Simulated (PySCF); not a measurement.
## input.py for Ar

The script input.py:

```python
from pyscf import gto, scf
from pyscf.prop.polarizability import uhf as pol

mol = gto.M(
    atom='Ar 0 0 0',
    basis='pcseg-1',
    charge=0,
    spin=0,
    symmetry=True,
    verbose=4,
)
mf = scf.UHF(mol)
mf.kernel()
print('polarizability (a.u.)')
print(pol.Polarizability(mf).polarizability().round(4))
mf.dip_moment()
print('orbital energies (hartree):', [e[max(0, n-3):n+3].round(4) for e, n in zip(mf.mo_energy, mol.nelec)])
```

```bash
$ OMP_NUM_THREADS=1 python input.py
```

Output (some set-up lines and the per-cycle HOMO/LUMO lines with their warnings removed):

```
PySCF version 2.14.0

[INPUT] Symbol           X                Y                Z      unit          X                Y                Z       unit  Magmom
[INPUT]  1 Ar     0.000000000000   0.000000000000   0.000000000000 AA    0.000000000000   0.000000000000   0.000000000000 Bohr   0.0

nuclear repulsion = 0
point group symmetry = SO3
symmetry origin: [0. 0. 0.]
symmetry axis x: [1. 0. 0.]
symmetry axis y: [0. 1. 0.]
symmetry axis z: [0. 0. 1.]
num. orbitals of irrep s+0 = 4
num. orbitals of irrep p-1 = 3
num. orbitals of irrep p+0 = 3
num. orbitals of irrep p+1 = 3
num. orbitals of irrep d-2 = 1
num. orbitals of irrep d-1 = 1
num. orbitals of irrep d+0 = 1
num. orbitals of irrep d+1 = 1
num. orbitals of irrep d+2 = 1
number of shells = 3
number of NR pGTOs = 44
number of NR cGTOs = 18
basis = pcseg-1
ecp = {}

******** <class 'pyscf.scf.uhf_symm.SymAdaptedUHF'> ********
method = SymAdaptedUHF
initial guess = minao
damping factor = 0
level_shift factor = 0
DIIS = <class 'pyscf.scf.diis.CDIIS'>
SCF conv_tol = 1e-09
SCF max_cycles = 50
number electrons alpha = 9  beta = 9
Freeze 0 electrons in irreps []
    18 free electrons in irreps s+0 p-1 p+0 p+1 d-2 d-1 d+0 d+1 d+2
init E= -526.718664392428
cycle= 1 E= -526.757657511253  delta_E= -0.039  |g|= 0.0343  |ddm|= 0.283
cycle= 2 E= -526.758217331878  delta_E= -0.00056  |g|= 0.00844  |ddm|= 0.0605
cycle= 3 E= -526.758252542875  delta_E= -3.52e-05  |g|= 0.00023  |ddm|= 0.0126
cycle= 4 E= -526.758252577293  delta_E= -3.44e-08  |g|= 7.26e-06  |ddm|= 0.000619
cycle= 5 E= -526.758252577323  delta_E= -3e-11  |g|= 1.42e-07  |ddm|= 1.86e-05
Extra cycle  E= -526.758252577323  delta_E=    0  |g|= 3.57e-08  |ddm|= 2.82e-07
converged SCF energy = -526.758252577323  <S^2> = -8.8817842e-15  2S+1 = 1
polarizability (a.u.)
Isotropic polarizability 4.73991297216
Polarizability anisotropy 1.32633322308e-14
[[ 4.7399 -0.     -0.    ]
 [-0.      4.7399 -0.    ]
 [-0.     -0.      4.7399]]
Dipole moment(X, Y, Z, Debye):  0.00000,  0.00000,  0.00000
orbital energies (hartree): [array([-0.594 , -0.594 , -0.594 ,  0.6126,  0.6126,  0.6126]), array([-0.594 , -0.594 , -0.594 ,  0.6126,  0.6126,  0.6126])]
```

In short: E(SCF) = -526.758253 Eh, 5 cycles, α(xx, yy, zz) = 4.7, 4.7, 4.7 bohr³.

It ran on Arm Neoverse V2 (1 thread, shared host) in 0.56 s.

No search for the lowest solution was made.
